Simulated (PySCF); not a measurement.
Ta(O)(F)(NH2)2 (FH4N2OTa), SMILES [NH2][Ta]([NH2])(=[O])[F], multiplicity 1.

The structure is a stationary point at B3LYP-D3(BJ)/def2-SVP. The multiplicity is an assumed one; other spin states were not compared. The def2 effective core potentials stand for the cores of Ta; spin–orbit coupling is left out. The values are those of a single conformer.

These are M06-2X/def2-TZVP in PySCF values and carry that method's errors.

The molecule is in vacuum.

**Question.** Estimate the frontier levels, gap, dipole moment and polarisability. (The exact figures need the calculation; the answer reports its results.)

**Answer.** 
| Item | Result |
|---|---|
| highest occupied level | -9.31 eV |
| lowest empty level | -0.02 eV |
| orbital gap | 9.29 eV |
| dipole moment | 0.919 e·Å |
| quadrupole, principal values (traceless, Buckingham form, about the centre of nuclear charge) | -9.55, -0.10, 9.64 D·Å |
| mean static polarisability | 54.2 bohr³ (8.03 Å³) |
| polarisability, principal values | 47.4, 55.2, 59.9 bohr³ |
